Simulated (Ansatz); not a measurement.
SnEt3Br (C6H15BrSn). Total charge 0; singlet. Geometry PBE-D4/def2-SVP, basis def2-TZVP, Ansatz.

```xyz
23

Sn    0.0390    0.0012   -0.0206
C     1.7711    0.3196    1.2780
C     2.7022    1.4204    0.7710
H     2.2926   -0.6583    1.3419
H     1.3754    0.5453    2.2916
H     3.5930    1.5308    1.4266
H     3.0668    1.2018   -0.2536
H     2.1970    2.4081    0.7381
C    -1.2353    1.7602   -0.2825
C    -2.2720    1.5799   -1.3910
H    -0.5499    2.6061   -0.4991
H    -1.7106    1.9678    0.7003
H    -2.8763    2.5017   -1.5346
H    -1.7895    1.3438   -2.3617
H    -2.9819    0.7571   -1.1649
C    -1.0523   -1.8607    0.3462
C    -0.2355   -3.1105    0.0198
H    -1.9742   -1.8046   -0.2695
H    -1.3694   -1.8396    1.4110
H    -0.8319   -4.0351    0.1764
H     0.1063   -3.1061   -1.0352
H     0.6690   -3.1933    0.6576
Br    1.0665   -0.3356   -2.3457
```

| run | HOMO (eV) | LUMO (eV) |
| --- | --- | --- |
| A | -6.38 | -0.87 |
| B | -6.13 | -1.14 |
| C | -6.47 | -0.86 |
| D | -6.81 | -0.56 |
| E | -7.29 | -0.24 |

In the def2 sets Sn takes a core potential; there is no spin–orbit coupling.

The runs used B97M-V, PBE, PBE0, r2SCAN, r2SCANh. Estimate which is which.

A r2SCAN (0 % exact exchange); B PBE (0 % exact exchange); C B97M-V (0 % exact exchange); D r2SCANh (10 % exact exchange); E PBE0 (25 % exact exchange). Exact exchange lowers occupied and raises empty levels; among semilocal functionals meta-GGAs tend to open the gap a little, and such runs are hard to tell apart. The gap grows from 4.99 eV (PBE) to 7.05 eV (PBE0).
